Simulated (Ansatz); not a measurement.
Reaction: BNH5 (SMILES [BH2-][NH3+], doublet) → BNH5 (SMILES [BH3-][NH2+], doublet)
Each species at its own B3LYP-D3(BJ)/def2-TZVP minimum (Ansatz, a quantum-chemistry and plane-wave program).

Wanted: isomerisation energy (electronic), in kcal/mol. UHF or UKS for unpaired electrons; spin-orbit terms are left out. CBS(X,Y): correlation extrapolated as X^-3, Hartree-Fock from the larger set. A bracket is a step between two methods taken in the basis named. The functionals are non-relativistic, so their misses hold any scalar relativity. 'core' is core correlation in cc-pwCVTZ, 'X2C' scalar relativity in cc-pVTZ-DK, both at CCSD(T). The UHF reference of H5BN ([BH3-][NH2+], doublet) is spin-contaminated (<S^2> up to 0.04 over the pure value in the sets run).

CCSD(T)/CBS(cc-pVTZ,cc-pVQZ) + [CCSDT(Q) - CCSD(T)]/cc-pVTZ + core + X2C (Ansatz) gives -3.1 kcal/mol.

Q: What does PBE/def2-TZVPD (Ansatz) give here, and how do the other levels compare?

A: PBE gives -11.3 kcal/mol, 8.2 kcal/mol below it. Differences of the others: r2SCAN/def2-TZVPD (Ansatz) -5.6; PBE0/def2-TZVPD (Ansatz) -4.0; wB97M-V/def2-TZVPD (Ansatz) -4.3; CCSD(T)/CBS(cc-pVTZ,cc-pVQZ) + core + X2C (Ansatz) 0.3 kcal/mol.
